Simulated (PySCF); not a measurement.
These 5 structures share the formula C4H12Ge. Level of theory: PBE0-D3(BJ)/def2-SVP geometry optimisation, gas phase (PySCF). One conformer each; no zero-point energy, no entropy. No frequencies were run at this level. Point groups hold within 0.08 Å.

**Question.** Order them by energy at this level, lowest first, and give relative energies in kcal/mol.
A. Ge(tBu)H3, `[H][Ge]([H])([H])[C](C)(C)C`
B. `[Ge]([CH3])([CH3])([CH3])[CH3]`
C. `[CH3:1][CH2:2][CH2:3][CH2:4][GeH3:5]` with C1–C2–C3–C4 -178°, C2–C3–C4–Ge5 -63° (n-butylgermane)
D. `[CH3:1][CH2:2][GeH:3]([CH3:4])[CH3:5]` with C1–C2–Ge3–C4 63°
E. `[CH3:1][CH2:2][C@H:3]([CH3:4])[GeH3:5]` with C1–C2–C3–C4 -176°

**Answer.** B (0.0), D (8.0), A (18.8), C (18.8), E (19.6).

Neighbours under 2.5 kcal/mol apart ([H][Ge]([H])([H])[C](C)(C)C and CCC[CH2][GeH3]; CCC[CH2][GeH3] and CC[C@H](C)[GeH3]) can change places with a better method, another conformer or zero-point energy.

```json
{"SMILES": "[CH3][Ge]([CH3])([CH3])[CH3]", "E (Eh)": "-2235.85138", "E rel (kcal/mol)": "0.0", "dipole (D)": "0.01", "point group": "Td", "A, B, C (MHz)": "2882, 2879, 2874"}
{"SMILES": "C[CH2][GeH]([CH3])[CH3]", "E (Eh)": "-2235.83860", "E rel (kcal/mol)": "8.0", "dipole (D)": "0.54", "point group": "near Cs", "A, B, C (MHz)": "3803, 2394, 1990"}
{"SMILES": "[H][Ge]([H])([H])[C](C)(C)C", "E (Eh)": "-2235.82143", "E rel (kcal/mol)": "18.8", "dipole (D)": "0.81", "point group": "near C3v", "A, B, C (MHz)": "4311, 1964, 1964"}
{"SMILES": "CCC[CH2][GeH3]", "E (Eh)": "-2235.82141", "E rel (kcal/mol)": "18.8", "dipole (D)": "0.87", "point group": "C1", "A, B, C (MHz)": "7591, 1164, 1071"}
{"SMILES": "CC[C@H](C)[GeH3]", "E (Eh)": "-2235.82021", "E rel (kcal/mol)": "19.6", "dipole (D)": "0.91", "point group": "C1", "A, B, C (MHz)": "3675, 2168, 1468"}
```

**Question.** As an exercise, what shares would exp(−E/RT) give at 1000 K from these electronic energies alone (no entropy, no degeneracies)?

**Answer.** RT = 1.987 kcal/mol: [CH3][Ge]([CH3])([CH3])[CH3] 98.2 %, C[CH2][GeH]([CH3])[CH3] 1.7 %, [H][Ge]([H])([H])[C](C)(C)C under 0.1 %, CCC[CH2][GeH3] under 0.1 %, CC[C@H](C)[GeH3] under 0.1 %.
